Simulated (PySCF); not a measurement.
PySCF 2.14 output of an unrestricted PBE0 calculation on a single atom or ion in aug-cc-pwCVDZ-PP with ECP28MDF (6s6p5d3f, 70 functions), with a scalar-relativistic core potential:

```
SCF conv_tol = 1e-09
number electrons alpha = 10  beta = 6
    C. Adamo and V. Barone.,  J. Chem. Phys. 110, 6158 (1999)
    M. Ernzerhof and G. E. Scuseria.,  J. Chem. Phys. 110, 5029 (1999)
cycle= 1 E= -94.439526866586  delta_E= -0.00884  |g|= 0.0216  |ddm|= 0.269
cycle= 2 E= -94.4401633157003  delta_E= -0.000636  |g|= 0.0146  |ddm|= 0.0908
cycle= 3 E= -94.4413294258948  delta_E= -0.00117  |g|= 0.0121  |ddm|= 0.0814
cycle= 4 E= -94.4407070002236  delta_E= 0.000622  |g|= 0.00957  |ddm|= 0.04
cycle= 5 E= -94.4396343404034  delta_E= 0.00107  |g|= 0.00753  |ddm|= 0.132
cycle= 6 E= -94.4396355644744  delta_E= -1.22e-06  |g|= 0.00514  |ddm|= 0.0293
cycle= 7 E= -94.4396442100364  delta_E= -8.65e-06  |g|= 0.00069  |ddm|= 0.00739
cycle= 8 E= -94.4396424654266  delta_E= 1.74e-06  |g|= 5.85e-05  |ddm|= 0.00669
cycle= 9 E= -94.439642462051  delta_E= 3.38e-09  |g|= 5.03e-06  |ddm|= 0.000398
cycle= 10 E= -94.4396424618621  delta_E= 1.89e-10  |g|= 2.91e-06  |ddm|= 6.7e-05
converged SCF energy = -94.4396424618621  <S^2> = 6.0115162  2S+1 = 5.0046043
```

The run itself started from symmetry-adapted Hartree-Fock orbitals and held the occupation by maximum overlap, on a logarithmic radial grid, so the iterations belong to that start.

Question: Which element, charge and spin multiplicity is this?

Answer: Ru (ruthenium, neutral), multiplicity 5; the state was [Kr] 4d6 5s2, high-spin 5D determinant (an excited configuration).

Energies and moments cover only the electrons outside the core potential.
